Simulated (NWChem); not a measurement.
Molecule: C$_{3}$H$_{4}$O$_{2}$Si; SMILES C=C=C1O[SiH2]O1

```xyz
10

C      0.0000     0.0000    -3.0102
C      0.0000     0.0000    -1.7015
C      0.0000     0.0000    -0.3926
O      0.0000    -1.0918     0.4569
Si     0.0000     0.0000     1.7631
O      0.0000     1.0918     0.4569
H      0.9328     0.0000    -3.5904
H     -0.9328     0.0000    -3.5904
H     -1.2294     0.0000     2.5929
H      1.2294     0.0000     2.5929
```
Atoms are numbered in this order, from 1.

Program: NWChem. Coordinates come from a PBE0/def2-SVP optimisation. Level: M06-2X/def2-SVP with SMD (1 M gas to 1 M solution), gas-phase geometry. Reactions with the solvent are ignored.

For solvent water:

```yaml
solvation free energy (kcal/mol): -3.3
cavity-dispersion-structure term (kcal/mol): 3.9
```

Question: How do the values read with solvent ethyl acetate instead?

Answer: 
- solvation free energy (kcal/mol) = -4.9
- cavity-dispersion-structure term (kcal/mol) = -0.8
